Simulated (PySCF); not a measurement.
**Electron correlation in Cl²⁺ (chlorine, charge +2)**

[Ne] 3s2 3p3, high-spin 4S determinant. All numbers are calculated (PySCF 2.14, the spin-free X2C one-electron Hamiltonian (Gaussian nucleus), in dyall-av3z (19s12p3d2f, 84 functions)). Frozen: [Ne]; 5 electrons correlated; the 26 highest virtual orbitals of each spin left out.

```
  level  correlation energy (mhartree)
   CCSD                        -117.61
    (T)                          -3.27
CCSD(T)                        -120.88
```

Diagnostics: T1 = 0.0031, D1 = 0.0082, largest double amplitude 0.051.

Cost of the coupled-cluster step: of the order of 5 core-seconds, for 5 correlated electrons.

Iterations:

```
CC2 = 0
CCSD nocc = (np.int64(4), np.int64(1)), nmo = (53, 53)
frozen orbitals [[0, 1, 2, 3, 4, 58, 59, 60, 61, 62, 63, 64, 65, 66, 67, 68, 69, 70, 71, 72, 73, 74, 75, 76, 77, 78, 79, 80, 81, 82, 83], [0, 1, 2, 3, 4, 58, 59, 60, 61, 62, 63, 64, 65, 66, 67, 68, 69, 70, 71, 72, 73, 74, 75, 76, 77, 78, 79, 80, 81, 82, 83]]
max_cycle = 100
direct = 0
conv_tol = 1e-08
conv_tol_normt = 1e-06
diis_space = 8
diis_start_cycle = 0
Init t2, MP2 energy = -0.0980770827464252
Init E_corr(UCCSD) = -0.098077082792693
cycle = 1  E_corr(UCCSD) = -0.113489317383688  dE = -0.0154122346  norm(t1,t2) = 0.0358172
cycle = 2  E_corr(UCCSD) = -0.11650209744318  dE = -0.00301278006  norm(t1,t2) = 0.00986361
cycle = 3  E_corr(UCCSD) = -0.11763627130725  dE = -0.00113417386  norm(t1,t2) = 0.00340348
cycle = 4  E_corr(UCCSD) = -0.11761377914217  dE = 2.24921651e-05  norm(t1,t2) = 0.000400458
cycle = 5  E_corr(UCCSD) = -0.117613205179339  dE = 5.73962831e-07  norm(t1,t2) = 2.9221e-05
cycle = 6  E_corr(UCCSD) = -0.117613019360917  dE = 1.85818422e-07  norm(t1,t2) = 3.67962e-06
cycle = 7  E_corr(UCCSD) = -0.117613099189807  dE = -7.98288896e-08  norm(t1,t2) = 6.64568e-07
cycle = 8  E_corr(UCCSD) = -0.117613073481983  dE = 2.57078236e-08  norm(t1,t2) = 1.1978e-07
cycle = 9  E_corr(UCCSD) = -0.117613076133858  dE = -2.65187515e-09  norm(t1,t2) = 2.09257e-08
UCCSD converged
E(UCCSD) = -459.7595557808744  E_corr = -0.1176130761338581
UCCSD(T) correction = -0.00327455377629343
```
